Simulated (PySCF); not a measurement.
Species: C7H11N2 (charge +1).
Atom-mapped SMILES: `[NH2:1][CH2:2][c:3]1[cH:4][cH:5][c:6]([NH3+:7])[cH:8][cH:9]1` (hydrogens: H10, H11 on N1; H12, H13 on C2; H14 on C4; H15 on C5; H16, H17, H18 on N7; H19 on C8; H20 on C9)

The calculation used TDDFT CAM-B3LYP/def2-SVPD, vertical, gas phase, core orbitals frozen in the response (PySCF 2.14.0, density-fitted response routines). The structure is a single PBE0-D3(BJ)/def2-SVP conformer in the gas phase; no vibrational or solvent corrections. Torsions of this conformer, `[NH2:1][CH2:2][c:3]1[cH:4][cH:5][c:6]([NH3+:7])[cH:8][cH:9]1`: N1–C2–C3–C4 -161°, H–N1–C2–C3 83°, H–N1–C2–C3 -156°.

Task: List the vertical singlet excitations with oscillator strengths and describe the spectrum.

Result: 

| state | E (eV) | λ (nm) | ν̃ (cm⁻¹) | f | main configurations (H = HOMO, L = LUMO) |
| --- | --- | --- | --- | --- | --- |
| S1 | 5.21 | 237.7 | 42060 | 0.019 | H→L+1 (72%) |
| S2 | 5.34 | 232.0 | 43100 | 0.0098 | H→L+2 (53%), H→L+1 (17%), H-2→L+1 (12%) |
| S3 | 5.63 | 220.3 | 45390 | 0.0077 | H→L+2 (39%), H-1→L+2 (18%), H-2→L+1 (14%) |
| S4 | 5.99 | 206.9 | 48330 | 0.0018 | H→L (49%), H-1→L (40%) |
| S5 | 6.00 | 206.5 | 48420 | 0.028 | H-1→L+1 (44%), H-2→L+1 (16%), H-1→L+2 (15%) |
| S6 | 6.40 | 193.8 | 51600 | 0.0001 | H-2→L (97%) |

The lowest singlet lies at 5.21 eV (238 nm, ultraviolet) and is weak; its leading configuration is HOMO→LUMO+1 (72%). The most intense listed level is S5 at 6.00 eV (207 nm, f = 0.028), 0.79 eV above S1. Löwdin shares by element: HOMO nitrogen 59% or more, carbon 12% or more, hydrogen 11% or more (atoms not listed hold the other 18%); LUMO hydrogen 54% or more, nitrogen 22% or more (atoms not listed hold the other 24%). Weighted by f, the mean energy of these states is 5.64 eV. The oscillator strengths of these states sum to 0.067; summed over the whole spectrum of an exact calculation they would give the number of electrons, 66 (Thomas–Reiche–Kuhn). Of the 6 states listed, 2 reach f = 0.01 and 1 stays under 0.0005. Singlets were solved by full linear response.
